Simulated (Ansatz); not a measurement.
Basis-set extrapolation for `[SiH3]CSCS` (PBE0-D4/def2-TZVP geometry, frozen core, Ansatz 0.2.0). Multiplicity 1, RHF reference.

```csv
,def2-TZVPP,def2-QZVPP
HF,-1164.438697,-1164.474266
MP2 correlation,-0.834489,-0.897863
CCSD(T) correlation,-0.945890,not run
```

Energies in hartree. Use E(X) = E(∞) + A·exp(−7.88·√X) for Hartree–Fock and E(X) = E(∞) + B·X^(−2.97) for correlation, with X = 3 and 4, and add CCSD(T) minus MP2 of the smaller set to the MP2 limit.

Problem. What is the CCSD(T) energy at the basis-set limit?

Solution. HF limit: -1164.474266 + (-0.035569) × 0.13774 = -1164.47917. MP2 limit: -0.897863 + (-0.063374) × 0.74074 = -0.94481. Higher-order term: -0.945890 − (-0.834489) = -0.11140. Total: -1165.53538 hartree, 395.9 kJ/mol below CCSD(T)/def2-TZVPP.
